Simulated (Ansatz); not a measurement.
Ansatz (a first-principles code) input (PBE0/def2-TZVP):

Ansatz 0.2 input:
```yaml
crystal:
  periodic: [false, false, false]
  atoms:
    - {symbol: Ti, position_ang: [1.41558236, -0.30940364, 0.90678127]}
    - {symbol: I, position_ang: [-0.69393227, 0.15167268, -0.44451302]}
    - {symbol: H, position_ang: [2.74833958, 0.35168785, 0.10557073]}
    - {symbol: H, position_ang: [1.26551049, 0.39517971, 2.43526510]}
    - {symbol: H, position_ang: [1.62174865, -1.97863958, 1.06916633]}
basis:
  gaussian:
    orbitals: def2-TZVP
hamiltonian:
  xc: {name: PBE0}
```

End of the output:

```
integrals: 0.05 GiB planned
1016 factors; their error is unknown
mean field: 0.40 GiB planned
mean field evaluation 1: about -31257.0958 eV, gradient 2.0e1 eV
mean field evaluation 2: about -31254.8974 eV, gradient 3.8e1 eV
mean field evaluation 4: about -31258.4827 eV, gradient 2.8e0 eV
mean field evaluation 8: about -31258.8865 eV, gradient 7.2e-1 eV
mean field evaluation 16: about -31258.8868 eV, gradient 7.1e-5 eV
mean field -31258.88681172 eV, -1148.7429022962 hartree, gradient 7.0e-5 eV, S^2 0.000000; 0 other end points of the search recorded, 0 dependent functions left out
reference -31258.88684196 eV, -1148.7429034076 hartree; 25, 25 occupied and 88, 88 virtual orbitals, 1016 factors
Total energy: -31258.88684196 eV, -1148.7429034076 hartree
```
